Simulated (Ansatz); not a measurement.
`[SiH3][SiH2][GaH2]` + `BCBF` → `FB[SiH2][SiH3]` + `B[CH2][GaH2]` at 500 K and 1 bar (redistribution).

Calculated with Ansatz (gas phase, PBE0-D4/def2-TZVP geometries, no zero-point term in ΔE). CCSD(T)/CBS adds triple-zeta CCSD(T) − MP2 to the extrapolated MP2 energy (def2 sets, frozen cores). For Ga outer-core shells are correlated without core-valence functions, which leaves a few kJ/mol of doubt a bond. Scalar relativity is left out up to krypton. Each species was taken in one conformer, which may not be the lowest.

| species | CCSD(T)/CBS energy (Eh) | H − E (kJ/mol) | S (J/(mol·K)) |
| --- | --- | --- | --- |
| `[SiH3][SiH2][GaH2]` | -2506.27760 | 193.7 | 437.7 |
| `BCBF` | -190.47993 | 201.6 | 355.7 |
| `FB[SiH2][SiH3]` | -706.37300 | 197.0 | 424.5 |
| `B[CH2][GaH2]` | -1990.36717 | 197.2 | 378.9 |

H − E and S are ideal-gas, rigid-rotor, harmonic terms from PBE0-D4/def2-TZVP, for one conformer and one mirror image of each species. 1 Eh = 2625.50 kJ/mol, R = 8.31446 J/(mol·K).

Q: By hand: ΔE, ΔH, ΔS and ΔG.

A: ΔE = (-706.37300) + (-1990.36717) − (-2506.27760) − (-190.47993) = 0.01736 Eh = 45.6 kJ/mol. Δ(H − E) = 197.0 + 197.2 − 193.7 − 201.6 = -1.1, so ΔH = 44.5 kJ/mol. ΔS = 424.5 + 378.9 − 437.7 − 355.7 = 10.0 J/(mol·K). ΔG = 44.5 − 500 × (10.0)/1000 = 39.5 kJ/mol.

Q: By hand: the equilibrium constant, and the temperature at which ΔG would vanish if ΔH and ΔS stayed fixed.

A: log₁₀ K = −ΔG/(RT ln 10) = -4.1. ΔG = 0 at ΔH/ΔS = 4450 K, far beyond where these terms or the molecules hold.

The number of gas molecules stays the same, so ΔS is small and ΔH decides. A doubt of 5 kJ/mol in ΔE shifts log₁₀ K by 0.5 here. Other conformers and mirror images would add mixing entropy, several J/(mol·K) or more a flexible species. Modes under 60 cm⁻¹, often nearly free rotors, make the harmonic entropy too high. These are equilibria of isolated gas molecules and say nothing of rates. Largest T1 diagnostic: 0.015 (customary marks: 0.02 for closed shells, 0.045 for open ones).
